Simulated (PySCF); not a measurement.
Vertical excitations of a molecule C2H4NO, multiplicity 2 from TDA-M06-2X/def2-SVPD in PySCF, as energy in eV (oscillator strength): 0.70 (0.000), 2.40 (0.006), 4.74 (0.015), 5.36 (0.003), 5.59 (0.001), 6.11 (0.002), 6.78 (0.002), 7.16 (0.028), 7.62 (0.005), 7.72 (0.005). Coordinates come from a ωB97X-D3(BJ)/def2-SVP optimisation. The values are those of a single conformer.

Q: Pick the molecule that these values belong to.
A) CC([NH])=O
B) C[N]C=O
C) [CH2]C(N)=O

A: A, CC([NH])=O
